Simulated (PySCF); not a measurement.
bromotrifluoromethane (CBrF3), SMILES FC(F)(Br)F. The structure is a stationary point at B3LYP-D3(BJ)/def2-SVP.

All values below come from B3LYP-D3(BJ)/def2-SVP (PySCF 2.14.0).

Harmonic wavenumbers (cm⁻¹): 303, 303, 340, 552, 553, 765, 1094, 1253, 1253. Rotational constants (GHz): 5.719, 2.053, 2.053; symmetry number 3.

Work out the zero-point energy and the ideal-gas rigid-rotor harmonic-oscillator thermochemistry at 298.15 K and 1 atm.

ZPE = ½ Σ hcν = ½ × 6415 cm⁻¹ = 9.17 kcal/mol. H − E(el) = 12.62 kcal/mol. Entropy in cal/(mol K): translation 40.90, rotation 24.81, vibration 5.46, total 71.17. G − E(el) = -8.60 kcal/mol. Cp = 16.49 cal/(mol K).
